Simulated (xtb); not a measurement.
Job for xtb: GFN2-xTB on GaH3Se2 (SMILES [SeH][GaH][SeH]), a point of a torsion scan.

```
$ xtb mol.xyz --gfn 2 --sp --chrg 0 --uhf 0
6

Se    -2.25470216    -0.65096133    -0.27535909
Ga    -0.29733074     0.62682772    -0.20975139
Se     1.41365854     0.17040716     1.33371780
H     -2.13625725    -0.91142318     1.14397356
H     -0.04597632     1.78036458    -1.25813042
H      2.19953984     1.30137393     0.91016042
```

**Question.** Predict the final total energy.

**Answer.** -9.1250 hartree.
